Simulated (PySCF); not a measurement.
Computed shifts of a molecule C2H6BFN2, KT2/pcSseg-1 (PySCF), GIAO, gas phase, equivalent atoms averaged, in ppm (number of nuclei): ¹³C: 175.0 (1), 98.6 (1). ¹⁹F: -136.8 (1). ¹⁵N: 67.2 (1), 59.3 (1). ¹H: 5.50 (1), 5.02 (1), 3.36 (1), 2.64 (1), 2.52 (1), 2.39 (1). References: ¹³C against TMS (σ = 185.1 ppm); ¹⁹F against CFCl3 (σ = 127.1 ppm); ¹¹B against BF3 (σ = 89.8 ppm); ¹⁵N against NH3 (σ = 266.2 ppm); ¹H against TMS (σ = 31.47 ppm), references at their B3LYP-D3(BJ)/def2-TZVP geometries, non-relativistic. Coordinates come from a PBE-D3(BJ)/def2-SVP optimisation. A frequency run showed that this geometry is not a minimum. Other conformers were not sampled.

**Question.** Pick the molecule that these values belong to.
A. NB(N)/C=C\F
B. C/C=N/B(N)F
C. C=C(F)B(N)N
D. FB1NCCN1

**Answer.** C, C=C(F)B(N)N
